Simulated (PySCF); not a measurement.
PySCF job for OsO₄, SMILES [O]=[Os](=[O])(=[O])=[O], multiplicity 1, TDA-CAM-B3LYP/def2-SVPD. Coordinates come from a B3LYP-D3(BJ)/def2-SVP optimisation. The spin state was assumed, not searched. The isomer is the one that the SMILES or the coordinates give; other isomers of the formula were not compared. The def2 effective core potentials stand for the cores of Os; spin–orbit coupling is left out.

```python
import numpy as np
from pyscf import gto, scf, dft, tdscf

mol = gto.M(
    atom='''
    Os    0.00000000    0.00000000    0.00000000
    O    -0.98507009    0.98507009   -0.98507009
    O     0.98507009    0.98507009    0.98507009
    O     0.98507009   -0.98507009   -0.98507009
    O    -0.98507009   -0.98507009    0.98507009
    ''',
    basis='def2-SVPD',
    ecp={'Os': 'def2-svp'},
    charge=0,
    spin=0,
    symmetry=True,
    max_memory=1600,
    verbose=4,
)
mf = dft.RKS(mol, xc='cam-b3lyp').density_fit(auxbasis='def2-universal-jkfit')
mf.grids.level = 3
mf.conv_tol = 1e-9
mf.max_cycle = 100
mf.kernel()
mf.grids = dft.Grids(mol).set(level=1).build(with_non0tab=True)  # coarser grid for the response kernel
td = tdscf.TDA(mf)
td.singlet = True
td.nstates = 10
td.conv_tol = 1e-4
td.positive_eig_threshold = 1e-6
td.kernel(x0=td.get_init_guess(mf, 15))
td.analyze()
tt = tdscf.TDA(mf)
tt.singlet = False
tt.nstates = 4
tt.conv_tol = 1e-4
tt.positive_eig_threshold = 1e-6
tt.kernel(x0=tt.get_init_guess(mf, 9))
tt.analyze(verbose=3)
```

Program output:

```
PySCF version 2.14.0

[INPUT] verbose = 4
[INPUT] num. atoms = 5
[INPUT] num. electrons = 48
[INPUT] charge = 0
[INPUT] spin (= nelec alpha-beta = 2S) = 0
[INPUT] symmetry True subgroup None
[INPUT] Mole.unit = angstrom
[INPUT] Symbol           X                Y                Z      unit          X                Y                Z       unit  Magmom
[INPUT]  1 Os     0.000000000000   0.000000000000   0.000000000000 AA    0.000000000000   0.000000000000   0.000000000000 Bohr   0.0
[INPUT]  2 O     -0.985070090000   0.985070090000  -0.985070090000 AA   -1.861512683601   1.861512683601  -1.861512683601 Bohr   0.0
[INPUT]  3 O      0.985070090000   0.985070090000   0.985070090000 AA    1.861512683601   1.861512683601   1.861512683601 Bohr   0.0
[INPUT]  4 O      0.985070090000  -0.985070090000  -0.985070090000 AA    1.861512683601  -1.861512683601  -1.861512683601 Bohr   0.0
[INPUT]  5 O     -0.985070090000  -0.985070090000   0.985070090000 AA   -1.861512683601  -1.861512683601   1.861512683601 Bohr   0.0

nuclear repulsion = 231.729734432175
point group symmetry = Td, use subgroup D2
symmetry origin: [0. 0. 0.]
symmetry axis x: [ 1.00000000e+00  9.61481343e-17 -2.88444403e-16]
symmetry axis y: [-9.61481343e-17  1.00000000e+00  9.61481343e-17]
symmetry axis z: [ 2.88444403e-16 -9.61481343e-17  1.00000000e+00]
num. orbitals of irrep A = 34
num. orbitals of irrep B1 = 31
num. orbitals of irrep B2 = 31
num. orbitals of irrep B3 = 31
number of shells = 49
number of NR pGTOs = 192
number of NR cGTOs = 127
basis = def2-SVPD
ecp = {'Os': 'def2-svp'}


[settings echo left out]
init E= -378.785873796676
HOMO (B1) = -0.712671335821959  LUMO (A) = -0.473096321458626  gap/eV = 6.51917
cycle= 1 E= -390.820057501871  delta_E=  -12  |g|= 1.49  |ddm|= 8.34
HOMO (B1) = -0.341963024984593  LUMO (A) = -0.156768476614369  gap/eV = 5.03940
cycle= 2 E= -389.194205685315  delta_E= 1.63  |g|= 3.33  |ddm|=  3.3
HOMO (B2) = -0.412819911470824  LUMO (A) = -0.0934431865103769  gap/eV = 8.69068
cycle= 3 E= -391.185280989834  delta_E= -1.99  |g|= 0.256  |ddm|= 2.46
HOMO (B2) = -0.45168869633965  LUMO (A) = -0.143189680798478  gap/eV = 8.39469
cycle= 4 E= -391.197873333772  delta_E= -0.0126  |g|= 0.0339  |ddm|= 0.254
HOMO (B2) = -0.444901072295538  LUMO (A) = -0.133355884920138  gap/eV = 8.47758
cycle= 5 E= -391.198124159715  delta_E= -0.000251  |g|= 0.00317  |ddm|= 0.0362
HOMO (B1) = -0.445162790261786  LUMO (A) = -0.133683863549816  gap/eV = 8.47577
cycle= 6 E= -391.198126805408  delta_E= -2.65e-06  |g|= 0.000519  |ddm|= 0.00276
HOMO (B1) = -0.445187128476058  LUMO (A) = -0.133770368189439  gap/eV = 8.47408
cycle= 7 E= -391.198127075576  delta_E= -2.7e-07  |g|= 0.000162  |ddm|= 0.00142
HOMO (B2) = -0.445180339667841  LUMO (A) = -0.133774086209917  gap/eV = 8.47380
cycle= 8 E= -391.198127102207  delta_E= -2.66e-08  |g|= 2.69e-05  |ddm|= 0.00056
HOMO (B2) = -0.445179331571206  LUMO (A) = -0.133771659563538  gap/eV = 8.47383
cycle= 9 E= -391.198127102419  delta_E= -2.12e-10  |g|= 1.73e-06  |ddm|= 4.24e-05
HOMO (B1) = -0.445179747968194  LUMO (A) = -0.133772157778817  gap/eV = 8.47383
Extra cycle  E= -391.198127102425  delta_E= -6.48e-12  |g|= 9e-07  |ddm|= 4.17e-06
converged SCF energy = -391.198127102425
tot grids = 29680
Overwritten attributes  positive_eig_threshold  of <class 'pyscf.tdscf.rks.TDA'>


******** <class 'pyscf.tdscf.rks.TDA'> for <class 'pyscf.df.df_jk.DFSymAdaptedRKS'> ********
nstates = 10 singlet
deg_eia_thresh = 1.000e-03
wfnsym = None
conv_tol = 0.0001
eigh lindep = 1e-12
eigh level_shift = 0
eigh max_cycle = 100


Excitation energies (eV)
[4.06758491 4.06758492 4.06758492 4.56570537 4.56570537 4.56570545
 4.78472095 4.78472095 4.78472097 5.738258  ]

** Singlet excitation energies and oscillator strengths **
Excited State   1:   B3      4.06758 eV    304.81 nm  f=0.0000
      24 -> 25       -0.56321
      24 -> 26        0.41305
Excited State   2:   B1      4.06758 eV    304.81 nm  f=0.0000
      22 -> 25        0.63932
      22 -> 26        0.28123
Excited State   3:   B2      4.06758 eV    304.81 nm  f=0.0000
      23 -> 26        0.69428
Excited State   4:   B2      4.56571 eV    271.56 nm  f=0.0066
      20 -> 26       -0.46018
      23 -> 25        0.52589
Excited State   5:   B1      4.56571 eV    271.56 nm  f=0.0066
      19 -> 25       -0.42375
      19 -> 26       -0.18640
      22 -> 25        0.21302
      22 -> 26       -0.48426
Excited State   6:   B3      4.56571 eV    271.56 nm  f=0.0066
      21 -> 25        0.37331
      21 -> 26       -0.27378
      24 -> 25       -0.31287
      24 -> 26       -0.42661
Excited State   7:   B2      4.78472 eV    259.13 nm  f=0.0000
      20 -> 25       -0.69061
Excited State   8:   B1      4.78472 eV    259.13 nm  f=0.0000
      19 -> 25        0.27974
      19 -> 26       -0.63594
Excited State   9:   B3      4.78472 eV    259.13 nm  f=0.0000
      21 -> 25       -0.41087
      21 -> 26       -0.56023
Excited State  10:   B3      5.73826 eV    216.07 nm  f=0.0277
      18 -> 29       -0.12584
      19 -> 28       -0.14650
      20 -> 27       -0.14650
      21 -> 25       -0.37315
      21 -> 26        0.27366
      22 -> 28        0.20746
      23 -> 27       -0.20746
      24 -> 25       -0.21483
      24 -> 26       -0.29293

** Transition electric dipole moments (AU) **
state          X           Y           Z        Dip. S.      Osc.
  1         0.0000      0.0000      0.0000      0.0000      0.0000
  2         0.0000     -0.0000      0.0000      0.0000      0.0000
  3        -0.0000      0.0000      0.0000      0.0000      0.0000
  4         0.0000     -0.2427      0.0000      0.0589      0.0066
  5         0.0000      0.0000      0.2427      0.0589      0.0066
  6         0.2427      0.0000     -0.0000      0.0589      0.0066
  7         0.0000     -0.0000     -0.0000      0.0000      0.0000
  8        -0.0000      0.0000      0.0000      0.0000      0.0000
  9         0.0000      0.0000     -0.0000      0.0000      0.0000
 10         0.4438      0.0000     -0.0000      0.1969      0.0277

WARN: ECP detected. Skipping calculation of transition velocity and magnetic dipole moments, which have not yet been implemented.



******** <class 'pyscf.tdscf.rks.TDA'> for <class 'pyscf.df.df_jk.DFSymAdaptedRKS'> ********
nstates = 4 triplet
deg_eia_thresh = 1.000e-03
wfnsym = None
conv_tol = 0.0001
eigh lindep = 1e-12
eigh level_shift = 0
eigh max_cycle = 100


Excitation energies (eV)
[3.3611667  3.3611667  3.3611667  3.72546709]

** Triplet excitation energies and oscillator strengths **
Excited State   1:   B1      3.36117 eV    368.87 nm  f=0.0000
Excited State   2:   B3      3.36117 eV    368.87 nm  f=0.0000
Excited State   3:   B2      3.36117 eV    368.87 nm  f=0.0000
Excited State   4:   B1      3.72547 eV    332.80 nm  f=0.0000
```

Self-consistency was reached.
